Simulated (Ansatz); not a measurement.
InSi6⁻. Charge -1, multiplicity 1. Geometry PBE0-D4/def2-SVPD, basis def2-TZVPD, Ansatz.

```xyz
7

In    0.472   -1.371    0.913
Si   -1.676    1.171    1.012
Si   -1.798    0.201   -1.997
Si   -2.024   -0.980    0.056
Si    2.987   -0.920    0.867
Si   -0.138    1.011   -0.695
Si    2.177    0.888   -0.156
```

```csv
run,HOMO (eV),LUMO (eV)
A,-1.29,0.02
B,-1.24,-0.12
C,-1.13,0.03
D,-1.63,0.50
E,-3.60,2.09
F,-1.84,0.54
```

In the def2 sets In takes a core potential; there is no spin–orbit coupling. B3LYP takes the VWN-RPA correlation. Another isomer (singlet) lies 1.19 eV lower at PBE0-D4/def2-TZVPD; other spin states weren't run for this one.

The runs used B3LYP, LDA (SPW92), PBE, PBE0, r2SCAN, ωB97X-V. Estimate which is which.

A r2SCAN (0 % exact exchange); B LDA (SPW92) (0 % exact exchange); C PBE (0 % exact exchange); D B3LYP (20 % exact exchange); E ωB97X-V (range-separated); F PBE0 (25 % exact exchange). Exact exchange lowers occupied and raises empty levels; among semilocal functionals meta-GGAs tend to open the gap a little, and such runs are hard to tell apart. The gap grows from 1.12 eV (LDA (SPW92)) to 5.69 eV (ωB97X-V). The restricted singlet is unstable towards broken spin symmetry in Hartree–Fock (as tested in another run); at r2SCAN-D4/def2-TZVPD, LDA (SPW92)/def2-TZVPD, PBE-D4/def2-TZVPD, B3LYP-D4/def2-TZVPD and others this wasn't settled.
